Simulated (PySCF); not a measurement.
SMILES CC[SiH2][SiH2]C(F)(F)F, singlet, GFN2-xTB optimised geometry.

```
17

C     -2.45    -2.37    -3.67
C     -2.86    -2.36    -2.20
Si    -2.01    -0.98    -1.20
Si     0.29    -1.20    -1.48
C      1.08    -0.21     0.00
F      2.43    -0.21     0.00
F      0.71     1.09     0.00
F      0.71    -0.70     1.20
H     -2.70    -1.42    -4.14
H     -2.96    -3.16    -4.21
H     -1.38    -2.52    -3.77
H     -3.94    -2.25    -2.13
H     -2.62    -3.33    -1.76
H     -2.48     0.32    -1.70
H     -2.43    -1.09     0.21
H      0.92    -2.51    -1.31
H      0.94    -0.56    -2.63
```

Density from PBE/def2-SVP (PySCF) at that geometry.

Minimum of the electron density along straight lines between bonded atoms, close to the bond critical point (lines longer than 1.1 times the sum of covalent radii, or with two minima, are not listed):

```csv
bond,length / Å,ρ at the minimum / e bohr⁻³,∇²ρ there / e bohr⁻⁵,position (fraction from the first atom)
C1–C2,1.525,0.237,-0.50,0.50
C2–Si3,1.907,0.110,0.29,0.62
Si4–C5,1.946,0.106,0.30,0.38
C5–F6,1.346,0.271,-0.21,0.34
C5–F7,1.353,0.267,-0.24,0.35
C5–F8,1.352,0.267,-0.24,0.35
C1–H9,1.088,0.275,-0.99,0.63
C1–H10,1.089,0.274,-0.99,0.63
C1–H11,1.089,0.273,-0.97,0.63
C2–H12,1.091,0.270,-0.95,0.63
C2–H13,1.092,0.270,-0.94,0.63
Si3–H14,1.472,0.115,0.30,0.49
Si3–H15,1.470,0.115,0.31,0.49
Si4–H16,1.468,0.115,0.30,0.49
Si4–H17,1.467,0.116,0.30,0.49
```
